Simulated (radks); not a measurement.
Coulomb parameter of the 4d shell of the niobium ion Nb2+ in the model configuration [Kr] 4d2 5s1, as a second difference U = [E(n + 0.5) + E(n - 0.5) - 2 E(n)] / (0.5)^2 with all orbitals relaxed. "Bare": the charge of the atom changes with n. "Screened": the 5s shell takes up the change at fixed total charge, which measures U(4d,4d) + U(5s,5s) - 2 U(4d,5s). Calculated with a radial shooting solver on a logarithmic mesh with Libxc functionals: scalar-relativistic Kohn-Sham, PBE, spin-unpolarised, spherical densities, finite nucleus; Fermi nuclear charge, rms radius 4.324 fm.

case              configuration  E - E(n) (eV)
start              [Kr] 4d2 5s1          0.000
bare +0.5        [Kr] 4d2.5 5s1         -9.534
bare -0.5        [Kr] 4d1.5 5s1         12.339
screened +0.5  [Kr] 4d2.5 5s0.5         -1.560
screened -0.5  [Kr] 4d1.5 5s1.5          1.891

U(bare) = 11.221 eV, U(screened by 5s) = 1.321 eV, against the Slater integral F0(4d,4d) = 13.886 eV with frozen orbitals.
